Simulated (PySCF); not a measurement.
Bonds: B1-As2 2.048 Å. B1 carries H6, H7, H8; As2 carries H3, H4, H5.

- PBE0-D3(BJ)/def2-SVP geometry
- σ from GIAO-KT2/pcSseg-1
- code: PySCF
- single conformer, relativity neglected, fast rotation and ring inversion assumed for equivalent nuclei, gas phase

Chemical shifts δ = σref − σ; $^{1}$H (σref 31.18) against TMS; $^{11}$B (σref 99.90) vs BF3·OEt2; $^{75}$As (σref 1919.92) against AsH3, all at this level.

| atoms | nucleus | count | δ (ppm) |
| --- | --- | --- | --- |
| H6/H7/H8 | $^{1}$H | 3 | 1.49 |
| B1 | $^{11}$B | 1 | -44.4 |
| H3/H4/H5 | $^{1}$H | 3 | ? |
| As2 | $^{75}$As | 1 | ? |

Q: Estimate the values marked ?.

A: 
- H3/H4/H5: 4.12 ppm, hydrogen on an arsenic bonded to B
- As2: 284 ppm, arsenic bonded to B, 3 H

Relativistic effects, spin–orbit coupling among them, are left out; they matter for As and for the light atoms bonded to it. Hydrogens on boron are broadened and split by $^{11}$B (spin 3/2, 80 %) and 10B (spin 3).
